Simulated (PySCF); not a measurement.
Dipole response of Xe⁺ (xenon, charge +1)

[Kr] 4d10 5s2 5p5, 2P determinant. Calculation: PySCF 2.14, in aug-cc-pV5Z-PP with ECP28MDF; a scalar-relativistic core potential. Coupled (time-dependent) response in atomic units; α is the mean over directions.

```tsv
method	mean α (bohr³)	α xx, yy, zz	C₆ (like pair)	S(−4)
PBE0	18.07	17.42, 18.40, 18.40	155.5	52.95
BLYP	18.53	17.74, 18.93, 18.93	159.9	57.70
```

S(−4) is the Cauchy moment in α(ω) = α(0) + S(−4) ω² + …

Spin-orbit coupling is absent.

α(iu) at BLYP:

| u (hartree) | α(iu) (bohr³) |
| --- | --- |
| 0 | 18.53 |
| 0.0500 | 18.39 |
| 0.100 | 17.98 |
| 0.200 | 16.52 |
| 0.300 | 14.62 |
| 0.500 | 10.88 |
| 0.750 | 7.473 |
| 1.00 | 5.342 |
| 1.50 | 3.118 |
| 2.00 | 2.080 |
| 3.00 | 1.163 |
| 5.00 | 0.5419 |

For an ion, C₆ is the dispersion term alone; charge-induced terms of lower order in 1/R come first.

The components differ because the open shell of this determinant is not spherical; for a pure term their mean is the scalar polarisability.

Energies and moments cover only the electrons outside the core potential.
